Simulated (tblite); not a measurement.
Species: C7H13FO2.
Atom-mapped SMILES: `[CH3:1][CH2:2][C@@:3]1([O:4][C@H:5]([CH3:6])[F:7])[CH2:8][CH2:9][O:10]1` (hydrogens: H11, H12, H13 on C1; H14, H15 on C2; H16 on C5; H17, H18, H19 on C6; H20, H21 on C8; H22, H23 on C9)

A start from a force field or distance geometry was refined with GFN2-xTB geometry optimisation, gas phase in tblite. Values at the start:

| coordinate | start |
| --- | --- |
| C1–C2 | 1.521 Å |
| C2–H14 | 1.107 Å |
| C2–H15 | 1.101 Å |
| C3–O4 | 1.433 Å |
| C3–C8 | 1.549 Å |
| C3–O10 | 1.458 Å |
| O4–C5 | 1.432 Å |
| C5–C6 | 1.513 Å |
| C5–F7 | 1.350 Å |
| C6–H17 | 1.097 Å |
| C8–C9 | 1.513 Å |
| C8–H20 | 1.091 Å |
| C8–H21 | 1.103 Å |
| C9–O10 | 1.444 Å |
| C9–H22 | 1.101 Å |
| C9–H23 | 1.096 Å |
| C2–C3–C8 | 114.0° |
| C2–C3–O10 | 110.1° |
| C3–O10–C9 | 91.0° |
| O4–C3–C8 | 113.4° |
| O4–C3–O10 | 113.5° |
| O4–C5–C6 | 108.2° |
| O4–C5–F7 | 107.3° |
| C8–C3–O10 | 89.9° |
| C2–C3–C8–C9 | 123° |
| C2–C3–O10–C9 | -127° |
| C3–C8–C9–O10 | -11° |
| C8–C9–O10–C3 | 12° |

Problem. How do these coordinates change at the GFN2-xTB level?

Solution. 
```csv
coordinate,GFN2-xTB (Å or °),change
O4–C5,1.378,-0.054
C5–F7,1.393,+0.043
C3–O10,1.432,-0.026
C3–O4,1.413,-0.020
C8–H21,1.085,-0.018
C8–C9,1.530,+0.017
C2–H14,1.091,-0.016
C9–O10,1.432,-0.012
C6–H17,1.085,-0.012
C3–C8,1.537,-0.012
C9–H22,1.092,-0.009
C2–H15,1.092,-0.009
C8–H20,1.085,-0.006
C5–C6,1.517,+0.004
C9–H23,1.093,-0.003
C1–C2,1.523,+0.002
O4–C3–C8,109.5,-3.9
C2–C3–C8,117.4,+3.4
O4–C3–O10,111.0,-2.5
O4–C5–F7,109.5,+2.2
C2–C3–O10,112.3,+2.2
O4–C5–C6,109.8,+1.6
C8–C3–O10,91.3,+1.4
C3–O10–C9,92.3,+1.3
C8–C9–O10–C3,2,-10
C3–C8–C9–O10,-2,+9
C2–C3–C8–C9,118,-5
C2–C3–O10–C9,-123,+4
```

The energy falls by 20.8 kJ/mol over 71 L-BFGS steps, the largest force on an atom goes from 1.69 to 0.009 eV/Å, and the atoms move by 0.104 Å rms after alignment. The bond that changes most is O4–C5 (ether oxygen to sp3 C–F carbon), which shortens by 0.054 Å. Bonds longer at the end by more than 0.005 Å: 2 of 23; shorter: 14. Among the dihedrals that turn most is H20–C8–C9–H22, from 118° to 130°. Rotational constants go from 1776, 1085, 797.6 to 1767, 1111, 813.6 MHz.

Its GFN2-xTB frequencies are all real (lowest 49 cm⁻¹). One conformer, not necessarily the lowest. 3 starts were optimised and ended at 0.00, 2.26 and 3.29 kcal/mol (GFN2-xTB); the lowest of these is shown.

All values are computed, not measured.
